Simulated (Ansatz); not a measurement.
`[SH][Al]1[CH2][SiH2]1`, relaxed with RKS PBE0-D4/def2-TZVP in Ansatz from a PBE-D4/def2-SVP geometry. The force threshold is 0.005 eV/Å; the program also tests the step.

Charge 0, multiplicity 1.

Start:

```xyz
9

S     2.882   -0.660   -1.191
Al    0.900   -0.123   -0.417
C    -0.640   -0.931    0.491
Si   -1.070    0.966    0.241
H     3.208    0.633   -1.481
H    -1.360   -1.697    0.139
H    -0.381   -1.142    1.555
H    -2.138    1.176   -0.804
H    -1.401    1.777    1.468
```

Q: How much energy does the relaxation release, and in how many steps? (Estimate.)

A: Computed: 0.84 kcal/mol, in 12 steps, 3 of them rejected.

Q: Which bonds change most? (Estimate.)

A: Ansatz gave: C3–Si4 from 1.962 to 1.935 Å; Al2–Si4 from 2.345 to 2.321 Å; S1–Al2 from 2.195 to 2.173 Å; Si4–H9 from 1.508 to 1.488 Å.

Q: Give the relaxed structure. (Estimate.)

A: The calculation gave: 
```xyz
9

S     2.862   -0.652   -1.162
Al    0.906   -0.108   -0.386
C    -0.624   -0.916    0.499
Si   -1.065    0.950    0.234
H     3.160    0.614   -1.505
H    -1.308   -1.664    0.099
H    -0.430   -1.137    1.555
H    -2.131    1.160   -0.783
H    -1.370    1.753    1.449
```
